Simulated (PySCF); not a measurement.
Compound: CH₅FO₃Si₂.
Numbering: `[O:1]=[C:2]([O:3][SiH2:4][F:5])[SiH2:6][OH:7]` (hydrogens: H8, H9 on Si4; H10, H11 on Si6; H12 on O7)

Method: PBE0-D3(BJ)/def2-SVP geometry optimisation, gas phase (PySCF); density fitting, grid level 1; the optimiser is geomeTRIC in internal coordinates, started from a GFN2-xTB structure with every atom displaced at random (about 0.01 Å).

Step 0: E = -25705.6262 eV
```
atom  x, y, z in Å  |  force x, y, z in eV/Å
O1     -0.1031    1.6851    0.3075   -0.197   1.852   0.268
C2     -0.2697    0.5189    0.1210   -0.006  -0.829  -0.135
O3      0.7640   -0.2978    0.0534    0.311  -0.865  -0.144
Si4     2.3952    0.1513    0.2119   -0.905  -0.239   0.273
F5      3.0426   -1.2910    0.0182    0.697  -0.692  -0.060
Si6    -1.9797   -0.3054   -0.0962    0.830  -0.532   0.337
O7     -3.0656    0.8674    0.0400   -1.391   1.302   0.127
H8      2.8007    0.9885   -0.8947    0.234   0.540  -0.411
H9      2.6491    0.6069    1.5804    0.138   0.244   0.207
H10    -2.1676   -1.2766    0.9936    0.057  -0.378   0.135
H11    -2.0476   -0.8990   -1.4191    0.053  -0.470  -0.614
H12    -2.8013    1.7786    0.1824    0.180   0.067   0.018
```

Step 1: E = -25705.8094 eV
```
atom  x, y, z in Å  |  force x, y, z in eV/Å
O1     -0.1050    1.6841    0.3134    0.051  -0.340  -0.058
C2     -0.2759    0.4997    0.1201   -0.046   0.192   0.040
O3      0.7357   -0.3748    0.0358   -0.019   0.069   0.019
Si4     2.3573    0.1090    0.2069    0.123   0.137  -0.021
F5      3.1714   -1.2759    0.0470   -0.043   0.061   0.022
Si6    -2.0151   -0.2910   -0.0890    0.004  -0.040  -0.080
O7     -3.0974    0.9592    0.0497    0.047  -0.169   0.002
H8      2.7504    1.0277   -0.8858   -0.033  -0.056  -0.036
H9      2.6050    0.6603    1.5564   -0.034  -0.052   0.047
H10    -2.1745   -1.3328    0.9620   -0.067   0.065   0.051
H11    -2.0533   -0.9535   -1.4242   -0.063   0.085   0.004
H12    -2.6816    1.8150    0.2061    0.080   0.048   0.009
```

**Question.** Estimate the geometry and energy of step 2. (The exact step hangs on the optimiser's Hessian estimate; all steps are aligned on step 1, rigid shifts and turns removed.)

**Answer.** E = -25705.8146 eV, largest force 0.723 eV/Å
```
atom  x, y, z in Å  |  force x, y, z in eV/Å
O1     -0.0524    1.6121    0.3040   -0.465   0.365   0.017
C2     -0.2745    0.4399    0.1077    0.721  -0.037   0.053
O3      0.7523   -0.4145    0.0308   -0.259  -0.495  -0.106
Si4     2.3530    0.1359    0.2091   -0.021   0.195   0.044
F5      3.2187   -1.2189    0.0797    0.003   0.002   0.011
Si6    -2.0342   -0.3057   -0.0987   -0.034  -0.041  -0.021
O7     -3.0569    0.9860    0.0671    0.021   0.011   0.010
H8      2.7149    1.0454   -0.9007    0.000  -0.040  -0.023
H9      2.5573    0.7045    1.5597    0.002  -0.038   0.007
H10    -2.2417   -1.3359    0.9552    0.004   0.026   0.012
H11    -2.1273   -0.9392   -1.4428    0.002   0.034   0.000
H12    -2.5921    1.8172    0.2273    0.026   0.019  -0.002
```

The energy changes by -0.0052 eV. The first-order estimate −F·Δx gives -0.0339 eV and the mean of the old and new forces, exact on a quadratic surface, -0.0052 eV. The step makes an angle of 74° with the force vector and moves no atom by more than 0.092 Å.

The cost below is that of the whole optimisation. Time: 2.1 min; peak memory 0.54 GiB. Hardware: one thread, Arm Neoverse V1 (aarch64), on a shared host.
